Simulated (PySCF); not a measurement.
H7OSi2, charge +1. Atoms are numbered in the order given.

```xyz
10

Si     1.5781    -0.3067     0.4137
O      0.0163    -0.2983    -0.5177
Si    -1.5857     0.4722    -0.1342
H      2.5852    -0.3011    -0.6687
H      1.4470     0.9453     1.1875
H      1.5244    -1.5483     1.2156
H      0.0127    -0.8673    -1.3076
H     -2.3456    -0.5833     0.5701
H     -2.0912     0.8186    -1.4797
H     -1.1562     1.6051     0.7116
```
Charge +1, spin multiplicity 1.

The structure is a stationary point at PBE0-D3(BJ)/def2-SVP. The geometry has at least one imaginary mode, so it is a saddle point at that level. The isomer is the one that the SMILES or the coordinates give; other isomers of the formula were not compared.

Method: ωB97X/def2-TZVPD (PySCF).

Isolated molecule, no solvent.

Task: Estimate the frontier levels, gap, dipole moment and polarisability. (An estimate is asked for; the answer gives what the named calculation found.)

Result: 
```
Quantity                                                           Value
------------------------------------------------  ----------------------
highest occupied level                                         -17.13 eV
lowest empty level                                              -4.14 eV
orbital gap                                                     12.99 eV
dipole moment about the centre of nuclear charge                  1.16 D
mean static polarisability                          51.8 bohr³ (7.68 Å³)
polarisability, principal values                  48.8, 49.5, 57.2 bohr³
```
